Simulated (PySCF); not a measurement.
C₄H₆OS, SMILES O=C1CC[C@@H]1S. The structure is a stationary point at PBE-D3(BJ)/def2-SVP. The structure was generated by enumeration; whether it is a known compound was not checked. The values are those of a single conformer.

### Question
Give the equilibrium geometry at PBE-D3(BJ)/def2-SVP (PySCF confirms it by a frequency run) as Cartesian coordinates in Å. (The exact figures need the calculation; the answer reports its results.)

### Answer
Several could match; the one computed here: 
```xyz
12

O      0.0036    -1.9600     0.6674
C     -0.5300    -0.9325     0.3334
C     -1.8016    -0.5895    -0.4634
C     -1.1389     0.7703    -0.8193
C     -0.0760     0.5483     0.3038
S      1.6788     0.9543     0.1042
H     -2.0589    -1.2910    -1.2818
H     -2.6814    -0.4914     0.2065
H     -0.6657     0.7571    -1.8197
H     -1.7617     1.6788    -0.7238
H     -0.3923     1.0419     1.2483
H      1.9491    -0.0631    -0.7631
```
Charge 0, spin multiplicity 1.
